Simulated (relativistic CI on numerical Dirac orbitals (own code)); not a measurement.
# Ru I: calculation against measurement

Calculated at this level of theory: Dirac-Coulomb-Breit CI, separate exchange-only KLI orbitals for each configuration, model QED, valence Slater integrals scaled by 0.85, configuration energies shifted to the measured levels that pair with them (semi-empirical) (own radial code, finite nucleus).

Configuration list (outside the closed core [Kr]): 4d7 5s, 4d6 5s2, 4d7 5p, 4d8, 4d7 5d, 4d7 6s, 4d6 5s 5p, 4d7 6p, 4d7 7s, 4d7 4f, 4d7 7p, 4d7 6d, 4d7 5g, 4d7 5f, 4d7 7d, 4d7 6g, 4d5 5s 5p2, 4d6 5s 7s, 4d6 5s 4f, 4d6 5s 7p, 4d6 5s 6d, 4d5 5s2 5p, 4d6 5p2, 4d6 5s 5g, 4d6 5s 5f, 4d6 5s 7d, 4d6 5s 6s. Levels of other configurations are missing.

| Configuration | Term (tabulated) | J | Measured (cm⁻¹) | Computed | Error | Purity (%) |
| --- | --- | --- | --- | --- | --- | --- |
| 4d7 5s | a 5F | 5 | 0.0 | 0 | 0 | 97 |
| 4d7 5s | a 5F | 4 | 1190.6 | 1120 | -71 | 98 |
| 4d7 5s | a 5F | 3 | 2091.5 | 1968 | -123 | 98 |
| 4d7 5s | a 5F | 2 | 2713.2 | 2562 | -151 | 97 |
| 4d7 5s | a 5F | 1 | 3105.5 | 2939 | -167 | 97 |
| 4d7 5s | a 3F | 3 | 8084.1 | 9262 | 1178 | 78 |
| 4d6 5s2 | a 5D | 3 | 8575.4 | 8575 | 0 | 81 |
| 4d7 5s | a 5P | 3 | 8770.9 | 10348 | 1577 | 97 |
| 4d6 5s2 | a 5D † | 2 | 9057.6 | 8990 | -68 | 67 |
| 4d6 5s2 | a 5D † | 1 | 9073.0 | 9509 | 436 | 84 |
| 4d6 5s2 | a 5D | 0 | 9492.4 | 9725 | 232 | 87 |
| 4d7 5s | a 5P | 1 | 9620.3 | 10942 | 1321 | 75 |
| 4d7 5p | z 5F° | 5 | 26816.2 | 27015 | 199 | 80 |
| 4d7 5p | z 5F° | 4 | 28014.8 | 28080 | 65 | 67 |
| 4d7 5p | z 5G° | 6 | 28571.9 | 29232 | 660 | 91 |
| 4d7 5p | z 5F° | 3 | 28890.5 | 28825 | -65 | 65 |
| 4d7 5p | z 5D° | 1 | 29118.5 | 28808 | -310 | 59 |
| 4d7 5p | z 5F° | 2 | 29427.3 | 29293 | -134 | 66 |
| 4d7 5p | z 5D° | 0 | 29569.9 | 29096 | -474 | 64 |
| 4d7 5p | z 5F° | 1 | 29693.6 | 29547 | -146 | 71 |
| 4d7 5p | z 3G° † | 4 | 29890.9 | 32069 | 2178 | 60 |
| 4d7 5p | z 3F° | 4 | 30348.5 | 31343 | 994 | 70 |
| 4d7 5p | z 5G° | 3 | 30537.1 | 31042 | 505 | 80 |
| 4d7 5p | z 5G° † | 2 | 30958.8 | 31420 | 461 | 85 |
| 4d7 5p | z 5G° † | 4 | 31345.8 | 30442 | -904 | 67 |
| 4d7 5p | z 3G° † | 3 | 31852.9 | 32690 | 837 | 64 |

Measured levels from NIST Handbook of Basic Atomic Spectroscopic Data (Sansonetti and Martin, J. Phys. Chem. Ref. Data 34, 1559 (2005)); pairs were made by configuration, J and term (by order where the table uses no LS term), so strongly mixed levels may be paired wrongly.

Mean error by configuration (cm⁻¹): 4d7 5s 509; 4d6 5s2 116; 4d7 5p 129. Over the excited levels the mean absolute error is 441 cm⁻¹ (25 of the 36 excited levels that our extract of the source holds in range could be paired, and the others can miss by more), and the median relative error of those above 1,000 cm⁻¹ is 2.3 %, both after the shifts were fitted to these levels, so that a configuration with one level shows no error. Some levels of the ground configuration have no partner. † marks terms whose computed intervals miss the measured ones by more than a factor of 2.5, or configurations far off the rest, from wrong mixing, a near crossing or a doubtful label or measurement; they are left out of the means.

Transition probabilities of persistent lines. The last column rescales the computed rate by the cube of measured over computed energy:

```tsv
λ measured (Å)	Lower	Upper	A tabulated (s⁻¹)	A computed	A rescaled
3498.94 air	4d7 5s a 5F_5	4d7 5p z 5G°_6	8.61e+07	1.61e+08	1.50e+08
3589.22 air	4d7 5s a 5F_1	4d7 5p z 5G°_2	9.11e+07	1.13e+08	1.05e+08
3593.03 air	4d7 5s a 5F_2	4d7 5p z 5G°_3	8.17e+07	1.09e+08	1.02e+08
3596.18 air	4d7 5s a 5F_3	4d7 5p z 3G°_4	4.20e+07	1.24e+07	9.74e+06
3726.93 air	4d7 5s a 5F_4	4d7 5p z 5F°_4	7.53e+07	8.79e+07	8.66e+07
3728.03 air	4d7 5s a 5F_5	4d7 5p z 5F°_5	8.20e+07	1.01e+08	9.86e+07
3730.43 air	4d7 5s a 5F_3	4d7 5p z 5F°_3	7.06e+07	7.75e+07	7.70e+07
```

Configurations whose levels could be paired with our table of measured levels were shifted onto them, all but the ground configuration, by the median error of their levels; single terms can still be off by 1,000 to 2,000 cm⁻¹ or more, and rates follow the energies as ν³ (E1, M1) or ν⁵ (E2). The others borrow a shift and can be off by several thousand cm⁻¹ or more. The fine structure of a lone outer electron comes out too small, for d and f at times inverted, and misplaced configurations move strength between like terms. 25 of the 36 excited levels that our extract of the measured tables holds in this range could be paired (the sources list more); they are missed by 530 cm⁻¹ on average and 2178 at most, after the shifts were fitted to these levels, and levels without a partner can miss by more. Some levels of the ground configuration have no partner and can miss by 10 % or more.

Shifts applied (cm⁻¹): 4d7 5s 0; 4d6 5s2 789; 4d7 5p 3346.
